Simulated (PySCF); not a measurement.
Si(Cl)2(F)(GeH3) (Cl2FGeH3Si), SMILES F[Si](Cl)(Cl)[GeH3]. Geometry: PBE-D3(BJ)/def2-SVP. The structure was generated by enumeration, and PubChem lists no compound with its InChIKey, so it may never have been made.

Computed equilibrium geometry at PBE-D3(BJ)/def2-SVP (PySCF confirms it by a frequency run) as Cartesian coordinates in Å, and its point group:
point group Cs.
```xyz
8

F      0.8457     1.9020     0.0000
Si     0.5444     0.2970     0.0000
Cl     1.4433    -0.4964    -1.6853
Cl     1.4433    -0.4964     1.6853
Ge    -1.7948    -0.1174     0.0000
H     -2.4283     0.5038    -1.2680
H     -2.4283     0.5038     1.2680
H     -2.0153    -1.6487     0.0000
```
Charge 0, spin multiplicity 1.
